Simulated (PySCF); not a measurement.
Species: C₄H₉NO₂Si.
Atom-mapped SMILES: `[CH3:1][C:2](=[O:3])[NH:4]/[CH:5]=[CH:6]/[O:7][SiH3:8]` (hydrogens: H9, H10, H11 on C1; H12 on N4; H13 on C5; H14 on C6; H15, H16, H17 on Si8)

The same species was optimised twice, with GFN2-xTB and with PBE0-D3(BJ)/def2-SVP (PySCF), and the same property calculations (PySCF, gas phase) were run on both structures.

| coordinate | GFN2-xTB | PBE0-D3(BJ)/def2-SVP | change |
| --- | --- | --- | --- |
| O7–Si8 (Å) | 1.631 | 1.680 | +0.049 |
| C5=C6 (Å) | 1.329 | 1.340 | +0.011 |
| C6–O7 (Å) | 1.344 | 1.352 | +0.008 |
| C2–N4 (Å) | 1.367 | 1.373 | +0.006 |
| C2=O3 (Å) | 1.209 | 1.213 | +0.004 |
| C1–C2 (Å) | 1.513 | 1.510 | -0.003 |
| N4–C5 (Å) | 1.390 | 1.391 | +0.001 |
| C6–O7–Si8 (°) | 132.5 | 127.0 | -5.5 |
| C1–C2–N4 (°) | 113.2 | 114.5 | +1.3 |
| C1–C2–O3 (°) | 124.2 | 123.4 | -0.8 |
| C2–N4–C5 (°) | 122.8 | 122.1 | -0.7 |
| O3–C2–N4 (°) | 122.7 | 122.1 | -0.6 |
| C5–C6–O7 (°) | 125.4 | 125.6 | +0.2 |
| N4–C5–C6 (°) | 123.7 | 124.0 | +0.3 |
| C1–C2–N4–C5 (°) | -179 | -178 | +1 |
| C2–N4–C5–C6 (°) | 180 | 180 | 0 |
| C5–C6–O7–Si8 (°) | 0 | 1 | +1 |

Rotational constants: A = 5110, B = 637.9, C = 572.9 MHz (GFN2-xTB) against A = 4845, B = 652.4, C = 581.1 MHz (PBE0-D3(BJ)/def2-SVP).

On the GFN2-xTB structure: HOMO (eV) -6.12 [PBE0/pcSseg-1]; LUMO (eV) 0.07 [PBE0/pcSseg-1]; dipole (D) 3.06 [PBE0/pcSseg-1]; GIAO shielding of C1 (ppm) 162.7 [PBE0/pcSseg-1]; GIAO shielding of C2 (ppm) 21.5 [PBE0/pcSseg-1]; GIAO shielding of O3 (ppm) -101.1 [PBE0/pcSseg-1]; GIAO shielding of N4 (ppm) 124.6 [PBE0/pcSseg-1]; GIAO shielding of C5 (ppm) 72.6 [PBE0/pcSseg-1]; GIAO shielding of C6 (ppm) 51.0 [PBE0/pcSseg-1]; GIAO shielding of O7 (ppm) 272.8 [PBE0/pcSseg-1]; GIAO shielding of Si8 (ppm) 390.6 [PBE0/pcSseg-1].

What do these properties become on the PBE0-D3(BJ)/def2-SVP structure?

| property | level | on GFN2-xTB | on PBE0-D3(BJ)/def2-SVP | change |
| --- | --- | --- | --- | --- |
| HOMO (eV) | PBE0/pcSseg-1 | -6.12 | -6.08 | +0.04 |
| LUMO (eV) | PBE0/pcSseg-1 | 0.07 | 0.01 | -0.06 |
| dipole (D) | PBE0/pcSseg-1 | 3.06 | 3.04 | -0.02 |
| energy, GFN2-xTB geometry as zero (kcal/mol) | PBE0/pcSseg-1 | 0.0 | -2.4 | -2.4 |
| GIAO shielding of C1 (ppm) | PBE0/pcSseg-1 | 162.7 | 161.2 | -1.5 |
| GIAO shielding of C2 (ppm) | PBE0/pcSseg-1 | 21.5 | 20.1 | -1.4 |
| GIAO shielding of O3 (ppm) | PBE0/pcSseg-1 | -101.1 | -108.7 | -7.6 |
| GIAO shielding of N4 (ppm) | PBE0/pcSseg-1 | 124.6 | 122.6 | -2.0 |
| GIAO shielding of C5 (ppm) | PBE0/pcSseg-1 | 72.6 | 71.0 | -1.6 |
| GIAO shielding of C6 (ppm) | PBE0/pcSseg-1 | 51.0 | 47.6 | -3.4 |
| GIAO shielding of O7 (ppm) | PBE0/pcSseg-1 | 272.8 | 266.4 | -6.4 |
| GIAO shielding of Si8 (ppm) | PBE0/pcSseg-1 | 390.6 | 386.5 | -4.1 |

The heavy atoms differ by 0.054 Å rms after alignment. Among bonds between heavy atoms O7–Si8 changes most (+0.049 Å). Changes are differences of the printed values. Neither structure is proved a minimum here.

Shape of the structure used: `[CH3:1][C:2](=[O:3])[NH:4]/[CH:5]=[CH:6]/[O:7][SiH3:8]`: C1–C2–N4–C5 -178°, C2–N4–C5–C6 180°, C5–C6–O7–Si8 1°.
